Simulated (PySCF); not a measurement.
Several molecules and their computed UV-vis stick spectra, shuffled. Method used: TDDFT CAM-B3LYP/def2-SVPD, vertical, gas phase, core orbitals frozen in the response in PySCF 2.14.0, density-fitted response routines. Geometries: GFN2-xTB; one conformer of each isolated species. Triplets are in the Tamm–Dancoff approximation.

A. `O=C(O)/C=C\Cl` (C3H3ClO2)
B. `C=CCC(=O)F` (C4H5FO)
C. `O=C(O)C1=CC=C(Cl)[SiH2]1` (C5H5ClO2Si)
D. `PPP` (P3H5)
E. `CO[Si@](N)(C#N)[SiH2]C#N` (C3H7N3OSi2)

Lowest singlet levels (six at most, fewer where fewer were computed) with oscillator strengths:

1. 246 nm (f 0.000); 211 nm (f 0.382); 204 nm (f 0.000); 172 nm (f 0.029); 168 nm (f 0.000); 165 nm (f 0.002); T1 3.63 eV
2. 201 nm (f 0.007); 191 nm (f 0.014); 184 nm (f 0.026); 175 nm (f 0.005); 174 nm (f 0.011); 171 nm (f 0.009); T1 5.71 eV
3. 236 nm (f 0.028); 225 nm (f 0.135); 222 nm (f 0.031); 219 nm (f 0.031); 190 nm (f 0.061); 184 nm (f 0.046); T1 4.41 eV
4. 202 nm (f 0.001); 175 nm (f 0.003); 162 nm (f 0.120); 160 nm (f 0.347); 149 nm (f 0.002); 147 nm (f 0.003); T1 4.51 eV
5. 327 nm (f 0.210); 282 nm (f 0.000); 239 nm (f 0.000); 201 nm (f 0.003); 198 nm (f 0.028); 196 nm (f 0.000); T1 2.19 eV

Question: Match each spectrum to its molecule.

Answer: 1 = A, 2 = E, 3 = D, 4 = B, 5 = C.
- A: S1 at 5.04 eV, HOMO-1→LUMO (92%); Löwdin shares by element: HOMO carbon 50% or more, chlorine 33%, oxygen 9% or more; LUMO carbon 65%, oxygen 15% or more (atoms not listed hold the other 20%); HOMO -9.39 and LUMO -0.74 eV; point group Cs, 3 of its 6 listed states under f = 0.0005.
- B: S1 at 6.14 eV, HOMO-1→LUMO (90%); Löwdin shares by element: HOMO carbon 83% or more (atoms not listed hold the other 17%); LUMO carbon 49% or more, oxygen 32%, fluorine 9%; HOMO -9.53 and LUMO 0.55 eV.
- C: S1 at 3.79 eV, HOMO→LUMO (97%); Löwdin shares by element: HOMO carbon 57% or more, chlorine 18% (atoms not listed hold the other 25%); LUMO carbon 65% or more (atoms not listed hold the other 35%); HOMO -8.23 and LUMO -1.57 eV; point group Cs, 3 of its 6 listed states under f = 0.0005.
- D: S1 at 5.25 eV, HOMO→LUMO (97%); Löwdin shares by element: HOMO phosphorus 89%; LUMO phosphorus 70%, hydrogen 8% or more (atoms not listed hold the other 22%); HOMO -7.63 and LUMO 0.73 eV; point group Cs.
- E: S1 at 6.15 eV, HOMO→LUMO (92%); Löwdin shares by element: HOMO nitrogen 59% or more, silicon 8% or more, carbon 6% or more, hydrogen 6% or more (atoms not listed hold the other 21%); LUMO silicon 44%, carbon 15% or more, nitrogen 12% or more (atoms not listed hold the other 29%); HOMO -9.87 and LUMO -0.45 eV.
B and E have S1 within 0.02 eV of each other; their strongest listed levels stand at 7.73 eV (f 0.347) and 6.73 eV (f 0.026).
